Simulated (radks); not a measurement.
Question: Re12+, configuration [Kr] 4d9 4f14 5s2 5p2 (not the ground configuration). All-electron calculation, scalar-relativistic Kohn-Sham, PBE, spin-polarised, spherical densities, finite nucleus; open shells are filled with parallel spins first (spin-orbit coupling, left out, can overturn this in heavy ions); Fermi nuclear charge, rms radius 5.3698 fm. Program: a radial shooting solver on a logarithmic mesh with Libxc functionals. Some entries of the table are withheld. Estimate them.

orbital  occ.  eigenvalue (eV)  r(max) (bohr)  <1/r> (bohr^-1)
1s up       1        -71877.02        0.01124            88.72
1s down     1        -71876.71        0.01124            88.72
2s up       1        -12658.91        0.06452            20.76
2s down     1        -12658.01        0.06452            20.76
2p up       3        -11080.76        0.05302            18.75
2p down     3        -11079.90        0.05302            18.75
3s up       1        -3106.248         0.1819            7.696
3s down     1        -3105.746         0.1819            7.696
3p up       3        -2640.610         0.1802            7.091
3p down     3        -2640.039         0.1802            7.091
3d up       5        -2112.795         0.1467            6.697
3d down     5        -2111.991         0.1467            6.696
4s up       1        -826.8184         0.4120            3.285
4s down     1        -824.9778         0.4121            3.284
4p up       3        -673.4062         0.4321            2.986
4p down     3        -671.5680         0.4322            2.986
4d up       5        -480.6397         0.4415            2.673
4d down     4        -478.7347         0.4415            2.674
5s up       1              (1)         0.8997            1.422
5s down     1              (2)         0.8975            1.425
4f up       7        -264.7869         0.4111            2.256
4f down     7        -262.8195         0.4107            2.263
5p up       2        -244.1399         0.9854            1.274
5p down     0        -240.5166         0.9841            1.273

Answer: 
(1) 5s up eigenvalue (eV): -289.8017
(2) 5s down eigenvalue (eV): -286.2398
